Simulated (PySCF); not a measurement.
Radial density of Pt⁴⁴⁺ (platinum, charge +44)

B3LYP, [Ar] 3d10 4s2 4p4, high-spin 3P determinant. Calculation: PySCF 2.14, in an uncontracted even-tempered set (17 s from 4.7 bohr⁻², ratio 2.5; 12 p from 6.1 bohr⁻², ratio 2.5; 8 d from 11 bohr⁻², ratio 2.5; 4 f from 33 bohr⁻², ratio 2.7; 4 g from 50 bohr⁻², ratio 2.7); the non-relativistic Hamiltonian (point nucleus).

```csv
r (bohr),4πr²ρ (e/bohr),4πr²(ρα − ρβ)
0.000387,0.6057,0.0000
0.000652,1.644,0.0000
0.00110,4.341,0.0000
0.00184,10.93,0.0001
0.00310,25.42,0.0012
0.00522,51.80,0.0084
0.00877,84.93,0.0520
0.0148,100.5,0.2573
0.0248,91.87,0.8771
0.0417,118.6,1.4185
0.0702,131.2,0.1473
0.118,109.9,1.9764
0.199,97.83,0.6542
0.334,29.21,5.9824
0.562,7.708,2.5656
0.945,0.05319,0.0145
```

A non-relativistic calculation at this Z misses sizeable relativistic shifts. Spin-orbit coupling is strong in this species (close to jj coupling), so the high-spin LS determinant is a model state, not a physical level.
